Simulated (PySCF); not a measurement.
HOSi (SMILES [OH+]=[Si]), charge +1, singlet, at a GFN2-xTB geometry. Base run: TPSS/pcseg-1 run with PySCF.

PySCF was given this input:
```python
from pyscf import gto, scf, dft

mol = gto.M(
    atom='''
O    -0.00000000   -0.00000000   -0.88835384
Si    0.00000000    0.00000000    0.64027396
H    -0.00000000   -0.00000000   -1.85700467
''',
    basis='pcseg-1',
    charge=1,
    verbose=4,
)

mf = dft.RKS(mol)
mf.xc = 'tpss'
mf.kernel()
```

Each row names what was changed in the base input (with any setting that the change needs).

```json
[
 {"change": "base", "E (Eh)": "-365.02456", "HOMO (eV)": "-15.66", "HOMO-LUMO gap (eV)": "6.11", "core-seconds (rough)": "2"},
 {"change": "functional = camb3lyp", "E (Eh)": "-364.98710", "HOMO (eV)": "-18.11", "HOMO-LUMO gap (eV)": "10.62", "core-seconds (rough)": "2"},
 {"change": "functional = x3lyp", "E (Eh)": "[?]", "HOMO (eV)": "[?]", "HOMO-LUMO gap (eV)": "[?]", "core-seconds (rough)": "1"},
 {"change": "functional = pbe", "E (Eh)": "-364.77697", "HOMO (eV)": "-15.53", "HOMO-LUMO gap (eV)": "5.92", "core-seconds (rough)": "2"},
 {"change": "functional = m06l", "E (Eh)": "-364.97442", "HOMO (eV)": "-15.74", "HOMO-LUMO gap (eV)": "6.49", "core-seconds (rough)": "2"},
 {"change": "functional = mn15", "E (Eh)": "-364.83886", "HOMO (eV)": "-17.12", "HOMO-LUMO gap (eV)": "9.08", "core-seconds (rough)": "2"},
 {"change": "functional = r2scan", "E (Eh)": "[?]", "HOMO (eV)": "[?]", "HOMO-LUMO gap (eV)": "[?]", "core-seconds (rough)": "2"},
 {"change": "functional = pw91,pw91", "E (Eh)": "-364.96395", "HOMO (eV)": "-15.60", "HOMO-LUMO gap (eV)": "5.91", "core-seconds (rough)": "2"},
 {"change": "functional = hse06", "E (Eh)": "[?]", "HOMO (eV)": "[?]", "HOMO-LUMO gap (eV)": "[?]", "core-seconds (rough)": "4"},
 {"change": "functional = b97m_v", "E (Eh)": "[?]", "HOMO (eV)": "[?]", "HOMO-LUMO gap (eV)": "[?]", "core-seconds (rough)": "20"},
 {"change": "functional = b3lyp", "E (Eh)": "-365.02434", "HOMO (eV)": "-16.53", "HOMO-LUMO gap (eV)": "7.63", "core-seconds (rough)": "2"},
 {"change": "functional = bhandhlyp", "E (Eh)": "-364.96500", "HOMO (eV)": "-17.80", "HOMO-LUMO gap (eV)": "10.14", "core-seconds (rough)": "2"},
 {"change": "functional = bp86", "E (Eh)": "-365.02986", "HOMO (eV)": "-15.64", "HOMO-LUMO gap (eV)": "5.95", "core-seconds (rough)": "2"}
]
```

Problem. Some entries are withheld; supply them.

Solution. 
- functional = x3lyp, E (Eh): -364.95889
- functional = x3lyp, HOMO (eV): -16.57
- functional = x3lyp, HOMO-LUMO gap (eV): 7.77
- functional = r2scan, E (Eh): -364.92703
- functional = r2scan, HOMO (eV): -15.76
- functional = r2scan, HOMO-LUMO gap (eV): 6.31
- functional = hse06, E (Eh): -364.81682
- functional = hse06, HOMO (eV): -16.33
- functional = hse06, HOMO-LUMO gap (eV): 7.27
- functional = b97m_v, E (Eh): -364.88634
- functional = b97m_v, HOMO (eV): -15.85
- functional = b97m_v, HOMO-LUMO gap (eV): 6.51

Total energies compare only within one method and basis.
